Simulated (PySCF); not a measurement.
Molecule: `InChI=1S/BF3H3P/c1-5(2,3)4/h1H3`.

Geometry (Å), atoms numbered from 1 in this order:
```xyz
8

B     1.0904   -0.0970    0.0288
P    -0.7376    0.0603   -0.0285
F    -1.5252   -0.7247   -1.1377
F    -1.3343    1.4966   -0.2443
F    -1.5536   -0.3835    1.2375
H     1.2638   -1.2860    0.2167
H     1.3746    0.6250    0.9675
H     1.4290    0.3177   -1.0641
```

Geometry PBE0-D3(BJ)/def2-SVP throughout; GIAO in PySCF 2.14.0 with density-fitted response routines, gas phase, one conformer, non-relativistic; equivalent atoms averaged; basis pcSseg-2.

Task: How do the shifts δ (against BF3·OEt2, H3PO4, CFCl3, TMS at the same level) depend on the functional? (ppm; last column core-seconds on 1 thread of an Arm Neoverse V1, shared host; the GGAs took longer than the global hybrids here, which isn't the general rule, and the cause wasn't traced)

Result: 
```tsv
functional	kind	B1	P2	F3/F4/F5	H6/H7/H8	core-s
HF	Hartree–Fock	-45.9	105.0	-29.8	0.90	8.9
LDA	LDA	-60.7	126.8	-50.7	1.21	19
PBE	GGA	-58.8	120.9	-56.8	1.13	23
BLYP	GGA	-57.0	123.2	-59.9	1.10	23
BP86	GGA	-57.6	121.7	-57.5	1.13	23
OPBE	GGA	-57.2	114.0	-55.1	1.11	23
KT2	GGA	-55.9	113.2	-65.0	1.14	24
KT3	GGA	-54.6	110.9	-64.7	1.08	24
B97-D	GGA	-54.5	117.6	-60.2	1.07	23
B3LYP	global hybrid	-54.7	120.8	-49.4	1.07	15
PBE0	global hybrid	-55.8	117.9	-45.0	1.08	15
mPW1PW91	global hybrid	-55.1	118.7	-44.7	1.07	15
```

Task: Which nucleus moves most, in ppm?

Result: F3/F4/F5 (fluorine bonded to P): from -65.0 ppm with KT2 to -29.8 ppm with HF. The smallest spread is 0.31 ppm, at H6/H7/H8.
